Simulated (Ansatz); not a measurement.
C3H6AlNO can be A, `N/[C]([AlH2])=C\C=O`, or B, `[CH3][Al]([CH3])[N]=C=O`.

Computed with Ansatz on PBE0-D4/def2-TZVP structures; ΔE is electronic, products minus reactants. CCSD(T)/CBS is the MP2 limit (def2-TZVPP, def2-QZVPP) plus CCSD(T) − MP2 in def2-TZVPP, frozen cores. Functionals use def2-TZVPP. B3LYP here is the variant with VWN-RPA as its local correlation; programs differ in this. Each species was taken in one conformer, which may not be the lowest.

Which isomer does CCSD(T)/CBS put lower? Give the gap. (Best estimate.)

The calculation gave: B, by 333.4 kJ/mol.

Give E(B) − E(A) in kJ/mol with PBE0-D4, HF/def2-TZVPP, B3LYP, MP2/def2-TZVPP, PBE-D4, ωB97M-V, CCSD/def2-TZVPP. (An estimate is asked.)

Ansatz gave: PBE0-D4 -327.7, HF/def2-TZVPP -346.2, B3LYP -333.4, MP2/def2-TZVPP -353.5, PBE-D4 -318.3, ωB97M-V -336.4, CCSD/def2-TZVPP -339.0. None reverses the order clearly.

Largest T1 diagnostic: 0.016.

The D4 term adds +6.2 kJ/mol with B3LYP and +3.0 kJ/mol with PBE0; it sums over pairs of atoms, weighted by their polarisabilities, and B3LYP, whose exchange is more repulsive, gets the larger term. From PBE to PBE0 (25 % exact exchange), in def2-TZVPP and without D4, E(B) − E(A) moves by −8.7 kJ/mol.
